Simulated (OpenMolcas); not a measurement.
A run on Pt2+ among 6 point charges of -1.7 e arranged as a trigonal prism (D3h), 2.12 Å from the ion, with a polar angle of 49.6° against the regular 49.1°.

```yaml
Program: OpenMolcas 26.06
Method: CASSCF
Basis: ANO-RCC-VDZP [7s6p4d2f]
Scalar_Hamiltonian: DKH2, point nucleus
Active_space: 8 electrons in 5 orbitals (5d)
State_averaging: 2S+1 = 3 even, 10 roots; 2S+1 = 1 even, 15 roots
Spin-orbit_coupling: state interaction with AMFI integrals over the reference wave functions
```

59 basis functions. Blocks (2S+1, parity, CSFs, roots kept): 3, even, 10, 10; 1, even, 15, 15.

Question: How long do the RASSCF and RASSI steps take on 1 thread of Arm Neoverse V2, with other jobs on the host?

Answer: About 6 s of wall time, without the integral step.
